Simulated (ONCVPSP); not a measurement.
# zinc (Zn), ONCV: configuration errors across variants

zinc, optimised norm-conserving Vanderbilt (ONCV), made with ONCVPSP 4.0.1 (PBE, scalar-relativistic). Core [Ar] 3d10, reference 4s1 4p1. Waves: 4s: rc 1.65 bohr, ncon 4, nbas 8, qcut 3.8 1/bohr, 2 projectors, debl 3.7 Ha; 4p: rc 2.75 bohr, ncon 4, nbas 7, qcut 2.7 1/bohr, 2 projectors, debl 1.2 Ha; d scattering state at 0.26 Ha: rc 2.30 bohr, ncon 4, nbas 9, qcut 4.4 1/bohr, 2 projectors, debl 3.7 Ha. Local part: polynomial inside 1.40 bohr (lpopt 2, dvloc0 4 Ha). Core correction: Teter function, parameters optimised by the program.

All-electron excitation energies from the reference (eV): (1) 4s2 4p0 -5.087; (2) 4s1 4p0 4.802; (3) 4s1.5 4p0 -1.146; (4) 4s0 4p1 11.126.

Errors AE − PS in meV (a dash: test not solved or not reliable):

| change | (1) | (2) | (3) | (4) | bound ghosts | GHOST(+) flags above zero |
| --- | --- | --- | --- | --- | --- | --- |
| base | -28 | -30 | +1.3 | -91 | none | d |
| p: qcut 1.6 | -29 | -30 | +1.0 | -93 | none | d |
| p: qcut 1.8 | -29 | -30 | +1.0 | -92 | none | d |
| p: qcut 2.1 | -28 | -30 | +1.5 | -92 | none | d |
| p: qcut 2.4 | -28 | -30 | +1.5 | -91 | none | d |
| p: qcut 3 | -28 | -30 | +1.5 | -92 | none | d |
| p: qcut 3.2 | -29 | -31 | +0.6 | -92 | none | d |
| p: qcut 3.8 | -30 | -30 | +0.4 | -94 | none | d |
| p: qcut 4 | -30 | -30 | +0.3 | -94 | none | d |

Q: Give the same row for: p: qcut 3.6.

A: -29, -31, +0.3, -93; bound ghosts: none; GHOST(+) flags above zero: d.
